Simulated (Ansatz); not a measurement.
Saddle point of SiHClF2, singlet (SiHClF₂ ([F][SiH]([F])[Cl]) → SiF₂ + HCl; bonds formed: Cl2–H3; bonds broken: Si1–Cl2, Si1–H3), PBE0-D4/def2-TZVP structure:

```
5
angstrom
Si 0.0482 0.5343 0.3687
Cl 0.3380 -1.2445 -1.3420
H 0.9683 0.1504 -0.9211
F -1.4881 0.8741 0.1917
F 0.1337 -0.3142 1.7027
```

Energies are electronic, without zero-point energy. Barriers and step energies count from the start structure reached by relaxing down the imaginary mode; all methods use the PBE0-D4 structures, on which another method's saddle can fall below an end. Ansatz 0.2.0; basis: def2-TZVPP, with def2-QZVPP for the basis limit; cores frozen in the correlated methods. B3LYP uses VWN-RPA correlation. Extrapolation: Hartree–Fock as exp(−7.88 √X), correlation as X^−2.97.

```tsv
method	barrier (kcal/mol)	step energy (kcal/mol)
SPW92	62.93	55.78
PBE-D4	64.37	52.51
BLYP-D4	65.00	49.36
r2SCAN-D4	?	60.60
B97M-V	73.52	57.57
PBE0-D4	?	57.51
B3LYP-D4	72.30	53.85
r2SCAN0-D4	78.00	62.45
BHLYP-D4	82.31	59.12
CAM-B3LYP-D4	77.31	55.89
wB97X-V	80.14	58.15
wB97M-V	76.72	53.99
B2PLYP	76.13	56.30
PBE-QIDH	80.61	61.70
RPA on PBE	?	53.00
HF	95.79	62.01
MP2	80.46	60.36
CCSD	82.05	57.03
CCSD(T)	78.60	56.55
```

Task: Fill in the withheld barriers. (An estimate is asked for; the value comes from the calculation.)

Result: By the calculation: PBE0-D4 73.26; RPA on PBE 75.40; r2SCAN-D4 72.35 kcal/mol. Each is the energy of the saddle less that of the start structure, by the same method.

For comparison, the barrier by CCSD(T) at an estimated basis limit (MP2 extrapolated from triple and quadruple zeta, plus CCSD(T) − MP2 in triple zeta) is 78.21 kcal/mol.

The T1 diagnostic stays at or below 0.015. The restricted Hartree–Fock reference is unstable towards an unrestricted one at one or more of these structures.

Losses and insertions of silylenes and their heavier kin drive the gas-phase chemistry of silicon and germanium vapour deposition.

Labels in which every atom is bracketed show which atoms are joined, not bond orders.

For scale, one of the runs: CCSD(T)/def2-TZVPP, 160 basis functions, launched by `ansatz run in.yaml --threads 2 --pin off --events-out ev --progress --plain --max-ram 4352MiB`. Time: 13 s of wall clock on 2 CPU threads of an Intel Xeon 6975P-C; the host was shared. Peak host memory: 1.2 GiB.
